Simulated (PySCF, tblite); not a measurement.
Isomers of C8H14FN, one GFN2-xTB conformer each. Single-point energies are computed at PBE0/pcSseg-1 (PySCF, gas phase, no added dispersion term), electronic only.

| SMILES | GFN2-xTB relative energy (kcal/mol) |
| --- | --- |
| CCC/C=C\N(C)/C=C\F | 31.1 |
| C[C@@]1(C2CCC2)N[C@@H]1CF | 24.7 |
| CCCC1=C(F)N(C)CC1 | 2.5 |
| CC(C)[C@@H]1N=C[C@H](C)[C@H]1F | 0.0 |
| CC(C)C1=C(F)N(C)CC1 | 1.2 |

Conformers: `[CH3:1][CH2:2][CH2:3]/[CH:4]=[CH:5]\[N:6]([CH3:7])/[CH:8]=[CH:9]\[F:10]` with C1–C2–C3–C4 -178°, C2–C3–C4–C5 -110°, C4–C5–N6–C7 26°, C5–N6–C8–C9 173°; `[CH3:1][C@@:2]1([CH:3]2[CH2:4][CH2:5][CH2:6]2)[NH:7][C@@H:8]1[CH2:9][F:10]` with C1–C2–C3–C4 31°, N7–C8–C9–F10 -154°, C2–C3–C4–C5 -132°, C3–C4–C5–C6 12°, C4–C5–C6–C3 -12°, C1–C2–N7–C8 106°; `[CH3:1][CH2:2][CH2:3][C:4]1=[C:5]([F:6])[N:7]([CH3:8])[CH2:9][CH2:10]1` with C1–C2–C3–C4 180°, C2–C3–C4–C5 -116°, C4–C5–N7–C8 -150°, C5–N7–C9–C10 17°, N7–C9–C10–C4 -16°, C3–C4–C10–C9 -175°; `[CH3:1][CH:2]([CH3:3])[C@@H:4]1[N:5]=[CH:6][C@H:7]([CH3:8])[C@H:9]1[F:10]` with C1–C2–C4–N5 -52°; `[CH3:1][CH:2]([CH3:3])[C:4]1=[C:5]([F:6])[N:7]([CH3:8])[CH2:9][CH2:10]1` with C1–C2–C4–C5 118°, C4–C5–N7–C8 149°, C5–N7–C9–C10 -18°, N7–C9–C10–C4 17°, C2–C4–C10–C9 174°.

Problem. What does PBE0/pcSseg-1 give for the same structures?

Solution. 
```json
{"SMILES": "CC(C)[C@@H]1N=C[C@H](C)[C@H]1F", "PBE0/pcSseg-1 E (Eh)": "-467.27339", "PBE0/pcSseg-1 (kcal/mol)": "0.0", "GFN2-xTB (kcal/mol)": "0.0", "point group": "C1"}
{"SMILES": "CC(C)C1=C(F)N(C)CC1", "PBE0/pcSseg-1 E (Eh)": "-467.26108", "PBE0/pcSseg-1 (kcal/mol)": "7.7", "GFN2-xTB (kcal/mol)": "1.2", "point group": "C1"}
{"SMILES": "CCCC1=C(F)N(C)CC1", "PBE0/pcSseg-1 E (Eh)": "-467.26059", "PBE0/pcSseg-1 (kcal/mol)": "8.0", "GFN2-xTB (kcal/mol)": "2.5", "point group": "C1"}
{"SMILES": "CCC/C=C\\N(C)/C=C\\F", "PBE0/pcSseg-1 E (Eh)": "-467.22199", "PBE0/pcSseg-1 (kcal/mol)": "32.3", "GFN2-xTB (kcal/mol)": "31.1", "point group": "C1"}
{"SMILES": "C[C@@]1(C2CCC2)N[C@@H]1CF", "PBE0/pcSseg-1 E (Eh)": "-467.21962", "PBE0/pcSseg-1 (kcal/mol)": "33.7", "GFN2-xTB (kcal/mol)": "24.7", "point group": "C1"}
```

Both levels put the same isomer lowest; measured from each level's own lowest isomer, the values differ by up to 9.0 kcal/mol (C[C@@]1(C2CCC2)N[C@@H]1CF: 24.7 against 33.7). As drawn, the lowest has a C=N bond, which the highest lacks; the highest has a three-membered ring, a four-membered ring and an N–H bond, which the lowest lacks. Neighbours under 2.5 kcal/mol apart (CC(C)C1=C(F)N(C)CC1 and CCCC1=C(F)N(C)CC1; CCC/C=C\N(C)/C=C\F and C[C@@]1(C2CCC2)N[C@@H]1CF) can change places with a better method, another conformer or zero-point energy.

Problem. Which frontier levels, dipoles and rotational constants go with these structures?

Solution. 
| SMILES | HOMO (eV, PBE0/pcSseg-1) | LUMO (eV) | dipole (D) | A, B, C (MHz) |
| --- | --- | --- | --- | --- |
| CC(C)[C@@H]1N=C[C@H](C)[C@H]1F | -7.32 | -0.11 | 1.97 | 1965, 978.9, 796.9 |
| CC(C)C1=C(F)N(C)CC1 | -5.30 | 1.28 | 1.65 | 2278, 889.2, 757.0 |
| CCCC1=C(F)N(C)CC1 | -5.28 | 1.27 | 1.75 | 2604, 724.6, 610.6 |
| CCC/C=C\N(C)/C=C\F | -5.38 | 0.65 | 1.19 | 2876, 529.3, 463.3 |
| C[C@@]1(C2CCC2)N[C@@H]1CF | -7.05 | 1.25 | 1.85 | 1801, 1053, 795.2 |

Problem. What happens when harmonic zero-point energies from GFN2-xTB frequencies are added?

Solution. 
| SMILES | ZPE (kcal/mol) | electronic (kcal/mol) | with ZPE (kcal/mol) |
| --- | --- | --- | --- |
| CC(C)[C@@H]1N=C[C@H](C)[C@H]1F | 129.5 | 0.0 | 0.0 |
| CC(C)C1=C(F)N(C)CC1 | 129.3 | 7.7 | 7.5 |
| CCCC1=C(F)N(C)CC1 | 129.4 | 8.0 | 7.9 |
| CCC/C=C\N(C)/C=C\F | 128.2 | 32.3 | 31.0 |
| C[C@@]1(C2CCC2)N[C@@H]1CF | 130.2 | 33.7 | 34.4 |

The zero-point energies span 2.0 kcal/mol. The order is unchanged.
